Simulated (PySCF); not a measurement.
Species: C4HF6N.
Geometry (GFN2-xTB, Å), atoms numbered from 1 in this order:
```xyz
12
C4HF6N angstrom
N      3.2354   -0.2520   -0.7066
C      2.2234    0.0750   -0.2994
C      0.9273    0.4933    0.2242
F      0.8771    0.3383    1.5790
C     -0.2061   -0.3324   -0.4323
F      0.0744   -1.6473   -0.4553
F     -0.3428    0.0620   -1.7170
C     -1.5745   -0.1294    0.2859
F     -1.7838    1.1709    0.5108
F     -1.6151   -0.7615    1.4499
F     -2.5728   -0.5766   -0.4648
H      0.7586    1.5589   -0.0004
```

Method used: PBE0/def2-SVPD in PySCF (dipole) on a GFN2-xTB geometry, gas phase.

Masses are those of the commonest isotopes; rigid-rotor values at the optimised geometry. The values belong to one conformer with, in the numbering `[N:1]#[C:2][C@H:3]([F:4])[C:5]([F:6])([F:7])[C:8]([F:9])([F:10])[F:11]`, C2–C3–C5–F6 46°.

Problem. Give the principal moments of inertia and the rotational constants in GHz.

Solution. Ia = 263.10, Ib = 588.94, Ic = 667.66 u·Å²; 505379 MHz·u·Å²/I gives 1921, 858.1 and 756.9 MHz, that is A = 1.9208, B = 0.8581, C = 0.7569 GHz.

Problem. What kind of rotor is it?

Solution. An asymmetric top. Ray's parameter κ = (2B − A − C)/(A − C) = -0.826; −1 is the prolate and +1 the oblate limit.

Problem. Is it planar, by Δ = Ic − Ia − Ib?

Solution. Not planar: Δ = Ic − Ia − Ib = -184.38 u·Å². For a rigid frame Δ = −2 Σ m c², so Σ m c² = 92.19 u·Å² lies off the ab plane: 2.49 from hydrogen and 89.70 from heavier atoms. The atom farthest from that plane is 1.57 Å away.

Problem. List the rotational levels J(Ka,Kc) to J = 4 (MHz).

Solution. Above 0(0,0):
J = 1: 1(0,1) 1615, 1(1,1) 2678, 1(1,0) 2779
J = 2: 2(0,2) 4838, 2(1,2) 5807, 2(1,1) 6110, 2(2,1) 9298, 2(2,0) 9305
J = 3: 3(0,3) 9656, 3(1,3) 10496, 3(1,2) 11103, 3(2,2) 14144, 3(2,1) 14178, 3(3,1) 19714, 3(3,0) 19715
J = 4: 4(0,4) 16049, 4(1,4) 16741, 4(1,3) 17751, 4(2,3) 20598, 4(2,2) 20700, 4(3,2) 26188, 4(3,1) 26190, 4(4,1) 33969, 4(4,0) 33969

Problem. Predict some low-J microwave lines.

Solution. The dipole components are |μa| = 1.38 D, |μb| = 0.71 D, |μc| = 1.69 D. Intensities carry the squares of the components, which stand as 0.67 : 0.18 : 1.00 (a : b : c). Some of the stronger lines:

| type | branch | J(Ka,Kc) | MHz | lower level (cm⁻¹) |
| --- | --- | --- | --- | --- |
| a | Q | 2(1,1) ← 2(1,2) | 304 | 0.194 |
| c | Q | 2(1,2) ← 2(0,2) | 968 | 0.161 |
| c | Q | 1(1,1) ← 1(0,1) | 1063 | 0.054 |
| b | Q | 1(1,0) ← 1(0,1) | 1164 | 0.054 |
| b | Q | 2(1,1) ← 2(0,2) | 1272 | 0.161 |
| a | R | 1(0,1) ← 0(0,0) | 1615 | 0.000 |
| b | R | 2(0,2) ← 1(1,1) | 2160 | 0.089 |
| b | R | 1(1,1) ← 0(0,0) | 2678 | 0.000 |
| c | R | 1(1,0) ← 0(0,0) | 2779 | 0.000 |
| a | R | 2(1,2) ← 1(1,1) | 3129 | 0.089 |
| c | Q | 2(2,1) ← 2(1,1) | 3188 | 0.204 |
| b | Q | 2(2,0) ← 2(1,1) | 3195 | 0.204 |
| a | R | 2(0,2) ← 1(0,1) | 3223 | 0.054 |
| a | R | 2(1,1) ← 1(1,0) | 3331 | 0.093 |
| b | Q | 2(2,1) ← 2(1,2) | 3492 | 0.194 |
| b | R | 2(1,2) ← 1(0,1) | 4192 | 0.054 |
| c | R | 2(1,1) ← 1(0,1) | 4495 | 0.054 |
| b | R | 2(2,1) ← 1(1,0) | 6519 | 0.093 |
| c | R | 2(2,0) ← 1(1,0) | 6526 | 0.093 |
| c | R | 2(2,1) ← 1(1,1) | 6621 | 0.089 |
| b | R | 2(2,0) ← 1(1,1) | 6628 | 0.089 |

Problem. Estimate the classical rotational partition function at 10 K, 100 K and 500 K.

Solution. Point group C1, symmetry number σ = 1; q = (√π/σ)·√((kT/h)³/(ABC)), k/h = 20836.6 MHz/K: 4770 at 10 K, 151000 at 100 K, 1690000 at 500 K.

Stationary, but not proved a minimum. These are rigid-rotor constants of the computed structure; measured ground-state constants (B0) also hold zero-point vibration. Quadrupole hyperfine structure (14N) is left out.
